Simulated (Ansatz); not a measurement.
## A barrier at the coupled-cluster level

Start structure (BNH₄Cl₂O, singlet), relaxed at PBE0-D4/def2-TZVP:

```csv
atom,x (Å),y (Å),z (Å)
B1,-0.7602,-0.3263,0.4792
N2,-1.3745,0.8733,0.1865
Cl3,-0.9317,-1.7110,-0.6041
Cl4,0.1761,-0.5167,1.9649
H5,2.2370,-0.2017,0.0294
O6,2.1323,-0.0224,-0.9088
H7,-1.8908,1.0188,-0.6636
H8,-1.2725,1.6853,0.7701
H9,1.6845,-0.7994,-1.2535
```

The step: BNH₂Cl₂ ([NH2][B]([Cl])[Cl]) + H₂O → BHCl₂O ([OH][B]([Cl])[Cl]) + NH₃ (still joined by a long B–N bond); bonds formed: B1–O6, N2–H5; bonds broken: H5–O6; bonds weakened to dative contacts: B1–N2. Ansatz 0.2.0; basis: def2-TZVPP and def2-QZVPP; cores frozen in the correlated methods. Extrapolation: Hartree–Fock as exp(−7.88 √X), correlation as X^−2.97. Energies below are by CCSD(T) at an estimated basis limit (MP2 extrapolated from triple and quadruple zeta, plus CCSD(T) − MP2 in triple zeta).

**Question.** What are the electronic barrier and the energy of the step, from the start structure to the end structure? (An estimate is asked for; the value comes from the calculation.)

**Answer.** The calculation gives: Barrier 0.710 eV; step energy -0.744 eV (downhill); reverse barrier, their difference, 1.454 eV. Barrier and step energy count from the start structure, the reverse barrier from the end structure.

The saddle point: One imaginary mode of 1220i cm⁻¹.
| pair | start (Å) | saddle (Å) | end (Å) |
| --- | --- | --- | --- |
| B1–O6 | 3.22 | 1.58 | 1.40 |
| N2–H5 | 3.77 | 1.39 | 1.02 |
| B1–N2 | 1.38 | 1.54 | 1.61 |
| H5–O6 | 0.96 | 1.15 | 2.57 |

Zero-point energy (harmonic, PBE0-D4): ZPE is 1.557 eV at the start and 1.538 eV at the saddle, so the barrier goes from 0.710 to 0.691 eV.

The T1 diagnostic stays at or below 0.011.

The step is the kind of ligand exchange by which a precursor binds to a hydroxyl group, or is hydrolysed, in atomic layer deposition of oxides.

Labels in which every atom is bracketed show which atoms are joined, not bond orders.

For scale, one of the runs: CCSD(T)/def2-TZVPP, 233 basis functions, launched by `ansatz run in.yaml --threads 4 --pin off --events-out ev --progress --plain --max-ram 9574MiB`. The run took 2.2 min on 4 CPU threads of an Arm Neoverse V1 (shared host), with 4.1 GiB of host memory at its peak.
